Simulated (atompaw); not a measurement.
Building the PAW (atompaw) potential for Br (PBE, scalar-relativistic).

Input for atompaw 4.2.0.5:

```
Br 35
GGA-PBE scalarrelativistic loggrid 1500 logderivrange -7 5 301
4 4 3 0 0 0
4 0 1
0 0 0
c
c
c
v
c
c
v
v
2
1.75 1.65 1.45 0.95
y
3.5
n
y
-0.15
n
y
-4.45
n
custom rrkj vanderbiltortho besselshape
bessel
1.75
1.75
1.75
1.75
0.60
0.60
PWSCFOUT
UPFDX 0.0125d0 UPFXMIN -7.d0 UPFZMESH 35.d0
END
```

Command:

```bash
atompaw < Br.input > Br.log
```

Resulting log (summary file):

```
Completed calculations for Br (AE)

 Exchange-correlation type: GGA, Perdew-Burke-Ernzerhof

 Radial integration grid is logarithmic
 r0 =   2.4221331E-04 h =   8.4774659E-03   n =      1500 rmax =   8.0000000E+01

 Scalar relativistic calculation

 AEatom converged in  35 iterations
   nz     =  35.00
   delta  =       2.937475560124E-15

 All Electron Orbital energies:
  n  l      occupancy      energy
  1  0      2.0000000E+00 -9.7898249E+02
  2  0      2.0000000E+00 -1.2749594E+02
  3  0      2.0000000E+00 -1.7614703E+01
  4  0      1.0000000E+00 -1.5379944E+00
  2  1      6.0000000E+00 -1.1246176E+02
  3  1      6.0000000E+00 -1.2867303E+01
  4  1      6.0000000E+00 -6.2168477E-01
  3  2      1.0000000E+01 -5.0173731E+00

 Total energy
   Total                    :    -5211.91624113149282

 ---
 Completed calculations for Br (SC)

 Exchange-correlation type: GGA, Perdew-Burke-Ernzerhof

 Radial integration grid is logarithmic
 r0 =   2.4221331E-04 h =   8.4774659E-03   n =      1500 rmax =   8.0000000E+01

 Scalar relativistic calculation

 SCatom converged in   3 iterations
   nz     =  35.00
   delta  =       6.072592903340E-17

 Valence Electron Orbital energies:
  n  l      occupancy      energy
   4  0      1.0000000E+00 -1.5379944E+00
   4  1      6.0000000E+00 -6.2168477E-01
   3  2      1.0000000E+01 -5.0173731E+00

 Total energy
   Total                    :    -5211.91624114392016
   Valence                  :     -449.83447006474796

 PAW parameters:
       lmax =            2
         rc =    1.7630277069358005
        irc =         1050
   rc_shape =    1.6614354507295137
    rc_vloc =    1.4506639161843333
    rc_core =   0.95747038062581402
   Vloc: truncated form - Vps(r)=A.sin(qr)/r for r<rc
   Projector type: RRKJ pseudization + Vanderbilt ortho.
   Bessel compensation charge shape zeroed at   1.6614E+00

 Number of basis functions     6
 No.   n  nodes  l      Energy         Cp coeff         Occ
  1    4    3    0   -0.1537994E+01  0.4206055E+01  0.1000000E+01
  2  999    4    0    0.3500000E+01  0.3737158E+00  0.0000000E+00
  3    4    2    1   -0.6216848E+00  0.8901405E+03  0.6000000E+01
  4  999    3    1   -0.1500000E+00  0.3658709E+03  0.0000000E+00
  5    3    0    2   -0.5017373E+01 -0.2685641E+02  0.1000000E+02
  6  999    1    2   -0.4450000E+01 -0.2087300E+02  0.0000000E+00

 Eigenvalues of overlap operator (in the basis of projectors):
    1        1.07446149E-01
    2        5.73485722E-01
    3        6.22944237E-01
    4        1.27563241E+01
    5        5.44139223E+02
    6        2.39459146E+03

 Orbital leakage outside PAW augmentation regions
   orb  is_core?  %out_of_sphere
   1 0    T          -0.00
   2 0    T           0.00
   3 0    T           0.01
   4 0    F          38.12
   2 1    T           0.00
   3 1    T           0.03
   4 1    F          59.28
   3 2    F           0.33

 Summary of PAW energies
   Total valence energy     :   -449.83450546899275
   Smooth energy            :    291.96422850388382
   One center               :   -741.79873397287656
   Smooth kinetic           :    297.56102713460945
   Vloc energy              :     20.61217292937095
   Smooth exch-corr         :    -40.07181846264965
   One-center xc            :   -143.99187771865138
```

The run took about 7.4 s on one core of a shared server CPU.
